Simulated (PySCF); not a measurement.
Compound: H7PSSi2.
Bonds: Si1–S2, S2–Si3, Si3–P4. Hydrogens: H5, H6, H7 on Si1; H8, H9 on Si3; H10, H11 on P4.

Structure optimised with GFN2-xTB, isolated species.

(1) List the bond lengths, angles and torsions at this level.

Answers

(1) 
```json
{"bond": "Si1–S2", "length (Å)": "2.151", "order": "single"}
{"bond": "S2–Si3", "length (Å)": "2.156", "order": "single"}
{"bond": "Si3–P4", "length (Å)": "2.244", "order": "single"}
{"bond": "Si1–H5, Si1–H7", "length (Å)": "1.454", "order": "single"}
{"bond": "Si1–H6", "length (Å)": "1.459", "order": "single"}
{"bond": "Si3–H8, Si3–H9", "length (Å)": "1.458", "order": "single"}
{"bond": "P4–H10, P4–H11", "length (Å)": "1.385", "order": "single"}
```

Bonds in one row agree within 0.01 Å and their mean is given. Orders are formal, as drawn. A selection of angles:
```json
{"angle": "S2–Si1–H5", "degrees": "102.9"}
{"angle": "S2–Si1–H6", "degrees": "108.1"}
{"angle": "H5–Si1–H6", "degrees": "113.0"}
{"angle": "H6–Si1–H7", "degrees": "110.4"}
{"angle": "Si1–S2–Si3", "degrees": "105.6"}
{"angle": "S2–Si3–P4", "degrees": "116.4"}
{"angle": "S2–Si3–H8", "degrees": "107.5"}
{"angle": "S2–Si3–H9", "degrees": "102.7"}
{"angle": "P4–Si3–H8", "degrees": "107.8"}
{"angle": "P4–Si3–H9", "degrees": "109.3"}
{"angle": "H8–Si3–H9", "degrees": "113.1"}
{"angle": "Si3–P4–H10", "degrees": "95.6"}
{"angle": "H10–P4–H11", "degrees": "92.3"}
```

Torsions: Si1–S2–Si3–P4 -47° (synclinal). The mirror-image conformer, all signs reversed, is as good.

Si1 (SiH3 silicon) is distorted tetrahedral (angles from 102.9° to 113.6°). Si3 (SiH2 silicon) is distorted tetrahedral (angles from 102.7° to 116.4°). Of the pairs four or more bonds apart, Si1···H10 is among the closest relative to their van der Waals radii: 3.28 Å, 99 % of the sum of Bondi's values. P4 (three-coordinate phosphorus) is pyramidal (angles 95.7°, 95.6° and 92.3°, sum 283.6°, 0.83 Å off the plane of its three neighbours).

Point group: C1 (no symmetry element, even within 0.4 Å). Not checked by GFN2-xTB frequencies. One conformer, not necessarily the lowest (Si1–S2–Si3–P4 -47°, S2–Si3–P4–H 54° and -39°).

All values are computed, not measured.
